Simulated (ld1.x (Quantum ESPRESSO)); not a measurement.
## An all-electron radial function and its pseudo partner (krypton)

Columns: radius, all-electron u(r) and pseudo u(r) of the 3d shell (level -81.40 eV) of krypton in the configuration [Ne] 3s2 3p6 3d10 4s2 4p6; PBEsol, scalar-relativistic, TM semilocal scheme, ld1.x (Quantum ESPRESSO) 7.5.

```csv
r (bohr),all-electron,pseudo
0.053,0.0667,0.0202
0.105,0.2991,0.1419
0.158,0.6087,0.4068
0.210,0.8908,0.7520
0.262,1.1073,1.0779
0.315,1.2506,1.3028
0.368,1.3226,1.3964
0.420,1.3379,1.3920
0.473,1.3119,1.3368
0.525,1.2586,1.2652
0.578,1.1862,1.1868
0.630,1.1053,1.1053
0.683,1.0182,1.0182
0.735,0.9321,0.9321
0.788,0.8464,0.8464
0.840,0.7660,0.7660
0.893,0.6891,0.6891
0.945,0.6189,0.6189
0.998,0.5532,0.5532
1.050,0.4944,0.4944
1.102,0.4410,0.4410
1.155,0.3918,0.3918
1.208,0.3476,0.3476
1.260,0.3086,0.3086
1.313,0.2731,0.2731
1.365,0.2420,0.2420
```

Task: How many radial nodes do the two functions have?

Result: The all-electron 3d function has n − l − 1 = 0; the pseudo-wave has 0.

Task: At about which radius was the pseudo-wave matched?

Result: 0.65 bohr, where the columns begin to agree (steps of 0.05 bohr).

Task: Is the pseudo-wave norm-conserving?

Result: Yes: the TM semilocal scheme keeps the norm inside the radius equal to the all-electron one, which fixes the energy derivative of the logarithmic derivative at the level.
